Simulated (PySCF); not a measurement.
C₃H₇BFN, SMILES CB(N)/C=C\F. Atoms are numbered in the order given.

```xyz
13

C     -0.4769    -2.3925     0.0000
B      0.0519    -0.8958     0.0000
N      1.4266    -0.6207     0.0000
C     -1.0010     0.2856     0.0000
C     -0.7418     1.5917     0.0000
F      0.5119     2.0874     0.0000
H     -1.1165    -2.5711     0.8821
H     -1.1165    -2.5711    -0.8821
H      0.3228    -3.1507     0.0000
H      1.7995     0.3199     0.0000
H      2.1254    -1.3528     0.0000
H     -2.0716     0.0499     0.0000
H     -1.4777     2.4043     0.0000
```

Geometry optimised at ωB97X-D3(BJ)/def2-SVP. The structure was generated by enumeration; whether it is a known compound was not checked. Other conformers were not sampled.

The numbers are results of PBE0/pcSseg-1 in PySCF, not measurements.

GIAO shieldings, no solvent; atoms listed in one row are averaged. δ = σ(ref) − σ: ¹³C against TMS (σ = 186.3 ppm); ¹¹B against BF3 (σ = 88.8 ppm); ¹⁵N against NH3 (σ = 267.4 ppm); ¹⁹F against CFCl3 (σ = 167.2 ppm); ¹H against TMS (σ = 31.56 ppm), references at their B3LYP-D3(BJ)/def2-TZVP geometries, non-relativistic.

Computed chemical shifts:
```csv
nucleus,atoms,count,δ (ppm)
¹³C,C5,1,170.5
¹³C,C4,1,116.3
¹³C,C1,1,9.2
¹¹B,B2,1,26.3
¹⁵N,N3,1,113.3
¹⁹F,F6,1,-103.1
¹H,H13,1,7.22
¹H,H12,1,5.21
¹H,H10,1,5.11
¹H,H11,1,4.12
¹H,"H7, H8, H9",3,0.68
```
